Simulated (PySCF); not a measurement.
A PySCF script (with the pyscf-properties extension) for the NMR shieldings of `InChI=1S/C2H8B3N3O/c1-5-7-3-6-4-8(5)2-9/h2-4,6-7H,1H3`, on a GFN2-xTB geometry:

```python
import basis_set_exchange as bse
import numpy as np
from pyscf import gto, dft
from pyscf.prop import nmr

atoms = """
C    -1.546219   -1.624708   -0.074263
B    -0.628529   -0.326237   -0.027888
N    -1.222131    0.956335   -0.035301
B    -0.502123    2.177212    0.004950
N     0.910268    2.070559    0.052377
B     1.600683    0.844705    0.064677
N     0.820150   -0.378854    0.024982
C     1.483658   -1.583841    0.040238
O     2.674167   -1.741833    0.104692
H    -1.399273   -2.259104    0.798167
H    -2.603337   -1.368926   -0.107449
H    -1.339846   -2.238940   -0.949175
H    -2.229578    1.003206   -0.071224
H    -1.047553    3.214371   -0.002245
H     1.454756    2.918870    0.078842
H     2.765988    0.799820    0.102402
H     0.801922   -2.450605   -0.013694
"""
names = dict.fromkeys(["C", "B", "N", "O", "H"], "pcSseg-1")
basis = {el: gto.basis.parse(bse.get_basis(n, elements=[el], fmt="nwchem")) for el, n in names.items()}
mol = gto.M(atom=atoms, basis=basis, charge=0, verbose=0)
mf = dft.RKS(mol, xc="PBE0")
mf.grids.level = 2
mf.grids.alignment = dft.numint.BLKSIZE   # the property module wants whole blocks of grid points
mf.conv_tol = 1e-9
mf.kernel()

calc = nmr.RKS(mf)   # GIAO
C = mf.mo_coeff
Co = C[:, mf.mo_occ > 0]
resp = mf.gen_response(singlet=True, hermi=2)
def vind(x):   # induced exchange potential for any number of trial vectors
    d = np.einsum("pi,xij,qj->xpq", C, 2 * x.reshape(-1, C.shape[1], Co.shape[1]), Co, optimize=True)
    return np.einsum("xpq,pi,qj->xij", resp(d - d.transpose(0, 2, 1)), C, Co, optimize=True).ravel()
mo1, _ = nmr.rhf.solve_mo1(calc, with_cphf=vind)
sigma = calc.kernel(mo1)
for i, s in enumerate(sigma):   # ppm
    print("%2d %-2s %9.2f" % (i, mol.atom_pure_symbol(i), np.trace(s) / 3))
```

Question: Give the expected output.

Answer: 
```
 0 C     184.63
 1 B      65.96
 2 N     117.40
 3 B      72.80
 4 N     120.40
 5 B      72.19
 6 N      67.30
 7 C      13.23
 8 O    -183.62
 9 H      30.88
10 H      31.43
11 H      30.87
12 H      25.90
13 H      26.99
14 H      25.50
15 H      26.09
16 H      22.59
```

These numbers come from an equivalent density-fitted implementation of the same equations, which agrees with the script to about 0.01 ppm for H and up to a few tenths of a ppm for heavy atoms, so last digits may differ.

Size and cost of the density-fitted run: 193 basis functions, 26 s wall time on 1 thread of an Arm Neoverse V2, shared host; peak memory 0.85 GiB.
